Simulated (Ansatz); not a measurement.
`[CH3][Ga]([Br])[Br]` + HBr → `[Br][Ga]([Br])[Br]` + CH₄  (ligand exchange at a Ga–C bond)

Isolated molecules relaxed with PBE0-D4/def2-TZVP in Ansatz; ΔE leaves out vibrations. CBS: MP2 limit from def2 TZ/QZ plus the TZ coupled-cluster correction, frozen cores. This one scheme is used for every species. Functionals use def2-TZVPP. HSE06 is defined as in plane-wave codes. For Br, Ga outer-core shells are correlated without core-valence functions, which leaves a few kJ/mol of doubt a bond. Scalar relativity is left out up to krypton.

CCSD(T)/CBS gives -118.2 kJ/mol.

(1) Another level gave -117.4 kJ/mol. Which?
A. HF/def2-TZVPP
B. HSE06/def2-TZVPP
C. LC-ωPBE/def2-TZVPP
D. BHLYP/def2-TZVPP

Largest T1 diagnostic among the species: 0.009.

Answers

(1) C. LC-ωPBE -117.4, HSE06 -122.8, BHLYP -129.3, HF/def2-TZVPP -139.6 kJ/mol.

At CCSD(T), def2-SVP lies −9.8 kJ/mol from the extrapolated value and def2-TZVPP −2.1 kJ/mol. Leaving LDA and LC-ωPBE aside and taking each functional with its dispersion term where it has one, the values, not all of them listed here, spread over 14.2 kJ/mol, from BHLYP-D4 to PBE-D4. LDA lies +7.6 kJ/mol from PBE without D4. In def2-TZVPP, CCSD(T) changes the Hartree–Fock value by +19.2 kJ/mol (the triples alone add +0.9 kJ/mol) and MP2 by +15.9 kJ/mol.
